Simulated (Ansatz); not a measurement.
The inner images of a band of CH8BFSi2 (13 atoms, charge 0, multiplicity 1) are given out of order.

All numbers below come from Ansatz, RKS B3LYP/def2-SVP.

Initial state:

```xyz
13
Properties=species:S:1:pos:R:3
B -0.432 1.122 -1.203
C 0.388 0.180 -0.319
F 1.775 0.136 -0.646
Si 0.314 0.758 1.516
Si -0.241 -1.630 -0.514
H -1.616 1.221 -0.996
H 0.084 1.754 -2.089
H 1.183 -0.139 2.326
H -1.088 0.694 2.014
H 0.824 2.154 1.616
H -0.148 -2.034 -1.944
H -1.653 -1.731 -0.050
H 0.628 -2.520 0.304
```

Final state:

```xyz
13
Properties=species:S:1:pos:R:3
B -0.427 1.127 -1.203
C 0.387 0.178 -0.323
F 1.775 0.131 -0.648
Si 0.312 0.756 1.514
Si -0.244 -1.632 -0.512
H 0.095 1.763 -2.081
H -1.612 1.230 -0.997
H 1.195 -0.131 2.319
H -1.088 0.677 2.016
H 0.806 2.157 1.611
H -0.147 -2.041 -1.941
H -1.656 -1.730 -0.050
H 0.624 -2.519 0.310
```

Question: Put them in order from the first end to the last, with their energies above the first end.
A.
```xyz
13
Properties=species:S:1:pos:R:3
B -0.450 1.157 -1.217
C 0.332 0.213 -0.262
F 1.700 0.135 -0.696
Si 0.307 0.734 1.578
Si -0.224 -1.622 -0.534
H -1.344 1.865 -0.825
H -0.161 1.167 -2.386
H 1.181 -0.156 2.393
H -1.101 0.622 2.063
H 0.767 2.144 1.716
H -0.025 -1.959 -1.969
H -1.640 -1.865 -0.142
H 0.677 -2.471 0.296
```
B.
```xyz
13
Properties=species:S:1:pos:R:3
B -0.449 1.170 -1.236
C 0.228 0.151 -0.217
F 1.585 0.372 -0.723
Si 0.254 0.715 1.605
Si -0.168 -1.687 -0.529
H -0.272 2.350 -1.072
H -1.053 0.793 -2.208
H 1.145 -0.173 2.404
H -1.134 0.648 2.151
H 0.753 2.116 1.674
H 0.015 -1.997 -1.974
H -1.593 -1.918 -0.145
H 0.711 -2.573 0.286
```
C.
```xyz
13
Properties=species:S:1:pos:R:3
B -0.450 1.184 -1.221
C 0.266 0.174 -0.235
F 1.635 0.256 -0.715
Si 0.274 0.715 1.595
Si -0.195 -1.663 -0.537
H -1.034 2.166 -0.837
H -0.349 0.982 -2.404
H 1.158 -0.165 2.411
H -1.126 0.614 2.108
H 0.739 2.126 1.702
H 0.004 -1.973 -1.979
H -1.612 -1.929 -0.152
H 0.709 -2.522 0.280
```
D.
```xyz
13
Properties=species:S:1:pos:R:3
B -0.463 1.157 -1.226
C 0.295 0.154 -0.290
F 1.696 0.295 -0.607
Si 0.266 0.736 1.549
Si -0.182 -1.681 -0.527
H -0.020 2.271 -1.344
H -1.452 0.851 -1.842
H 1.158 -0.172 2.323
H -1.107 0.701 2.129
H 0.808 2.121 1.609
H -0.054 -2.057 -1.962
H -1.605 -1.840 -0.098
H 0.681 -2.571 0.300
```
E.
```xyz
13
Properties=species:S:1:pos:R:3
B -0.445 1.120 -1.220
C 0.374 0.224 -0.283
F 1.745 0.114 -0.670
Si 0.324 0.747 1.560
Si -0.243 -1.597 -0.526
H -1.543 1.492 -0.889
H -0.011 1.421 -2.302
H 1.200 -0.151 2.363
H -1.082 0.641 2.043
H 0.798 2.152 1.707
H -0.069 -1.962 -1.958
H -1.665 -1.777 -0.121
H 0.637 -2.458 0.310
```
F.
```xyz
13
Properties=species:S:1:pos:R:3
B -0.419 1.189 -1.229
C 0.182 0.140 -0.197
F 1.518 0.442 -0.760
Si 0.236 0.697 1.622
Si -0.169 -1.699 -0.541
H -0.657 2.324 -0.898
H -0.544 0.858 -2.381
H 1.141 -0.175 2.424
H -1.151 0.603 2.166
H 0.710 2.107 1.693
H 0.027 -1.980 -1.989
H -1.587 -1.972 -0.160
H 0.733 -2.569 0.266
```
G.
```xyz
13
Properties=species:S:1:pos:R:3
B -0.447 1.150 -1.199
C 0.345 0.151 -0.340
F 1.752 0.213 -0.593
Si 0.278 0.752 1.501
Si -0.207 -1.675 -0.521
H 0.115 2.094 -1.691
H -1.635 1.019 -1.354
H 1.155 -0.168 2.277
H -1.100 0.735 2.066
H 0.839 2.129 1.562
H -0.113 -2.097 -1.946
H -1.621 -1.785 -0.058
H 0.660 -2.554 0.311
```

Answer: E (+0.05 eV), A (+0.23 eV), C (+0.45 eV), F (+0.54 eV), B (+0.53 eV), D (+0.34 eV), G (+0.09 eV).

Time of the run: 4.6 min on 2 threads of INTEL(R) XEON(R) PLATINUM 8581C CPU @ 2.10GHz (Emerald Rapids) (shared host), peak memory 0.32 GiB.
